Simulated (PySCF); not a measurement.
CH5O3Sb, SMILES C[O][Sb]([OH])[OH].

Geometry optimised at B3LYP-D3(BJ)/def2-SVP. The structure was generated by enumeration; whether it is a known compound was not checked. The def2 effective core potentials stand for the cores of Sb; spin–orbit coupling is left out. Other conformers were not sampled.

Two levels are set side by side: TDDFT-PBE/def2-SVPD (PySCF) and TDDFT-PBE0/def2-SVPD (PySCF). Vertical, same geometry. The lowest singlet is HOMO→LUMO 92 % with PBE and HOMO→LUMO 90 % with the other functional; states are paired by order. Differences are taken from unrounded values.

```json
[
 {"quantity": "lowest singlet excitation (eV)", "TDDFT-PBE": "4.80"},
 {"quantity": "lowest triplet excitation (TDA) (eV)", "TDDFT-PBE": "4.31"},
 {"quantity": "first bright state (f over 0.05) (eV)", "TDDFT-PBE": "6.33"},
 {"quantity": "its oscillator strength", "TDDFT-PBE": "0.05"}
]
```

Task: These are the TDDFT-PBE values. What does TDDFT-PBE0 give? (Estimate from the structure and the level; the computed values follow.)

Result: 
```json
[
 {"quantity": "lowest singlet excitation (eV)", "TDDFT-PBE0": "5.66", "TDDFT-PBE minus TDDFT-PBE0": "-0.86"},
 {"quantity": "lowest triplet excitation (TDA) (eV)", "TDDFT-PBE0": "4.79", "TDDFT-PBE minus TDDFT-PBE0": "-0.48"},
 {"quantity": "first bright state (f over 0.05) (eV)", "TDDFT-PBE0": "6.39", "TDDFT-PBE minus TDDFT-PBE0": "-0.06"},
 {"quantity": "its oscillator strength", "TDDFT-PBE0": "0.10", "TDDFT-PBE minus TDDFT-PBE0": "-0.05"}
]
```

Functionals without exact exchange tend to place singlet excitations lower, as here. Differences between two approximate levels are no errors against the true value.

Rough cost on one machine, each run with all the roots and properties that it gave: TDDFT-PBE0 against TDDFT-PBE about 4 times.
